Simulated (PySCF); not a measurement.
Dipole response of Sb+ (antimony, charge +1)

[Kr] 4d10 5s2 5p2, high-spin 3P determinant. Calculation: PySCF 2.14, in x2c-QZVPPall with one added diffuse shell each of s, p, d, f type (14s10p8d5f1g, 128 functions); the spin-free X2C one-electron Hamiltonian (Gaussian nucleus). Coupled (time-dependent) response in atomic units; α is the mean over directions.

| method | mean α (bohr³) | α xx, yy, zz | C₆ (like pair) | S(−4) |
| --- | --- | --- | --- | --- |
| UHF | 25.74 | 24.32, 26.44, 26.44 | 215.9 | 169.5 |
| PBE | 25.37 | 23.20, 26.46, 26.46 | 209.9 | 173.1 |

S(−4) is the Cauchy moment in α(ω) = α(0) + S(−4) ω² + …

Spin-orbit coupling is absent.

α(iu) at PBE:

```csv
u (hartree),α(iu) (bohr³)
0,25.37
0.0500,24.95
0.100,23.77
0.200,20.14
0.300,16.29
0.500,10.57
0.750,6.754
1.00,4.783
1.50,2.916
2.00,2.043
3.00,1.206
5.00,0.5757
```

For an ion, C₆ is the dispersion term alone; charge-induced terms of lower order in 1/R come first.

The components differ because the open shell of this determinant is not spherical; for a pure term their mean is the scalar polarisability.
